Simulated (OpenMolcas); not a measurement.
Pt6+ (d4) among equal point charges was computed by CASSCF with the d shell active (OpenMolcas, ANO-RCC-VTZP on the metal). Its lowest spin-free states, and all those of the highest spin:

```tsv
2S+1	Degeneracy	E (cm-1)
5	2	0.0
5	1	2350
5	2	6520
3	2	18746
3	1	20116
3	2	21610
3	1	21811
3	2	22290
3	1	22629
3	2	23733
3	1	25001
3	2	25145
```

Question: Is the site octahedral, tetrahedral or cube-like, axial, or of lower symmetry?

Answer: The states with 2S+1 = 5 have orbital degeneracies 2, 1, 2. There are pairs but no triples, so the site is axial: not cubic, but with a proper or improper axis of order three or more. The run had Pt6+ among 6 point charges of -1.7 e arranged as a trigonal antiprism (D3d), 2.11 Å from the ion, with a polar angle of 49.3° against the regular 54.74°.

Spin-orbit coupling mixes the spin-free states strongly: the lowest level takes only 34 % from its leading state, 5E. Without dynamic correlation the repulsion within the d shell is too large (B by tens of per cent), so at a given field states of lower spin stand too high. Point charges give a weaker field than real ligands, and real ions of this kind are as a rule low spin; the high spin found here belongs to the model. Point charges carry no covalency, so the field is a model and not that of real ligands. No measured value stands beside these numbers.
